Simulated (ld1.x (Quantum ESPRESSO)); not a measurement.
Pseudopotential generation for gadolinium: TM, BLYP, scalar-relativistic.

The input file (ld1.x (Quantum ESPRESSO) 7.5):

```
&input
   title='Gd', zed=64., rel=1, dft='BLYP', iswitch=3,
   config='[Xe] 4f7 5d1 6s2 6p0',
   nld=4, rlderiv=3.35, eminld=-6.0, emaxld=5.0, deld=0.02
 /
 &inputp
   pseudotype=2, tm=.true., lloc=0,
   nlcc=.true., rcore=1.05,
   file_pseudopw='Gd.UPF', file_wfcaegen='ae.wfc', file_wfcncgen='nc.wfc', file_beta='beta', file_chi='chi'
 /
4
5P  2  1   6.00   0.00  1.45  1.45  0.0
5D  3  2   1.00   0.00  3.10  3.10  0.0
4F  4  3   7.00   0.00  1.30  1.30  0.0
5S  1  0   2.00   0.00  2.00  2.00  0.0
 &test
   configts(1)='4f7 5s2 5p6 5d1 6s2 6p0'
 /
```

Command:

```bash
ld1.x < Gd.in > Gd.out
```

The program printed (shortened: banner, matrices, multipoles, cross overlaps and the repeated all-electron block are left out):

```
[... start of the log left out ...]

      Wfc   5P  rcut= 1.442  Using Troullier-Martins method

      Wfc   5D  rcut= 3.130  Using Troullier-Martins method

      Wfc   4F  rcut= 1.305  Using Troullier-Martins method

     ------------------- End of pseudopotential generation -------------------

     Computing logarithmic derivative in   3.35310

       Warning: n=4, l=3 expected 0 nodes, found 1
       Setting wfc to zero for this iteration
       (This warning will only be printed once per wavefunction)

       Warning: n=1, l=0 expected 0 nodes, found 1
       Setting wfc to zero for this iteration
       (This warning will only be printed once per wavefunction)

       Warning: n=2, l=1 expected 0 nodes, found 1
       Setting wfc to zero for this iteration
       (This warning will only be printed once per wavefunction)

       Warning: n=3, l=2 expected 0 nodes, found 1
       Setting wfc to zero for this iteration
       (This warning will only be printed once per wavefunction)

     [... 2 repeated lines left out ...]
       (This warning will only be printed once per wavefunction)

 %%%%%%%%%%%%%%%%%%%%%%%%%%%%%%%%%%%%%%%%%%%%%%%%%%%%%%%%%%%%%%%%%%%%%%%%%%%%%%
     Error in routine run_pseudo (1):
     Errors in PS-KS equation
 %%%%%%%%%%%%%%%%%%%%%%%%%%%%%%%%%%%%%%%%%%%%%%%%%%%%%%%%%%%%%%%%%%%%%%%%%%%%%%

     stopping ...
```

The run stopped because the pseudo-atom solver did not find the valence states with the expected number of nodes, which is the usual sign of a ghost state.

The run took about 0.59 s on one core of a shared server CPU.
